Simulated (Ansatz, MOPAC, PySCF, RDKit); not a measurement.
Noncovalent pair: H2 (SMILES [H][H]) (first 2 atoms) with CH3NO (SMILES NC=O); geometry from B3LYP-D3(BJ)/def2-TZVP.
(charge 0, multiplicity 1):
```xyz
8

H     -0.315    -0.215     0.474
H      0.006    -0.006    -0.168
N      0.973     0.696     3.305
C     -0.102    -0.017     3.722
O     -0.893    -0.569     2.991
H      1.153     0.793     2.319
H      1.594     1.133     3.963
H     -0.188    -0.046     4.823
```

Monomers are frozen at their geometry in the pair; levels with a basis set take the counterpoise correction. Rows marked so take none. RDKit's UFF carries no charges.

Rows in 6-31G* carry no dispersion term and start afresh at each structure (6-31G* with six Cartesian d functions). The state that AM1 reach isn't checked.

The values were computed with Ansatz (Gaussian basis) for Hartree–Fock, density functionals and correlated methods; MOPAC for AM1 (differences of heats of formation); PySCF for 6-31G* rows, the dispersion terms; RDKit for the force fields. Values without a source in brackets are computed.

**Question.** One of these levels gives -70.8 meV for the interaction energy. Which?
A. M06-2X/6-31G* (no counterpoise)
B. UFF
C. PBE0-D3(BJ)/def2-TZVPPD
D. AM1

**Answer.** A, M06-2X/6-31G* (no counterpoise). The others give -4.4 (UFF), -24.5 (AM1), -50.5 (PBE0-D3(BJ)/def2-TZVPPD)

Ansatz is an electronic-structure program.
